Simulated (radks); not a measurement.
Species: Co. Configuration: [Ar] 3d6 4s2 4f1 (not the ground configuration).

Calculated with a radial shooting solver on a logarithmic mesh with Libxc functionals: non-relativistic Kohn-Sham, exchange-only LDA, spin-polarised, spherical densities, point nucleus; open shells are filled with parallel spins first.

Energy parts (hartree):
part                   energy
total             -1377.44637
kinetic            1377.44637
electron-nucleus  -3276.37546
Hartree             575.33567
exchange            -53.85296

Orbitals (lengths in bohr, moments of r in powers of bohr; <r^-3> diverges for s and p1/2):
orbital,occ.,eigenvalue (hartree),<r>,<r^4>,<r^2>,<r^-3>
1s up,1,-276.0327,0.05700,0.00004836,0.004356,-
1s down,1,-276.0317,0.05700,0.00004835,0.004355,-
2s up,1,-32.88882,0.2595,0.01096,0.07943,-
2s down,1,-32.79171,0.2591,0.01088,0.07916,-
2p up,3,-28.64564,0.2268,0.008063,0.06311,525.7
2p down,3,-28.57201,0.2263,0.007983,0.06283,527.5
3s up,1,-4.18128,0.7786,0.7913,0.6995,-
3s down,1,-3.98995,0.7822,0.8119,0.7066,-
3p up,3,-2.91094,0.8103,1.043,0.7733,68.22
3p down,3,-2.72332,0.8165,1.090,0.7867,67.02
3d up,5,-0.81444,0.9575,3.427,1.179,6.662
3d down,1,-0.64079,1.008,4.729,1.333,6.298
4s up,1,-0.45272,2.478,79.43,7.028,-
4s down,1,-0.41281,2.601,96.56,7.743,-
4p up,0,-0.23874,3.094,211.4,11.11,4.376
4p down,0,-0.21753,3.264,254.0,12.31,3.619
5s up,0,-0.07549,7.628,6995,66.54,-
5s down,0,-0.05810,6.955,4608,54.96,-
4f up,1,-0.01128,18.36,190500,369.3,0.0003267

The highest occupied level is 4f up at -0.307 eV. The configuration is held as typed, so some empty levels lie below it. The electron density at the nucleus is 1.332e+04 e/bohr^3.
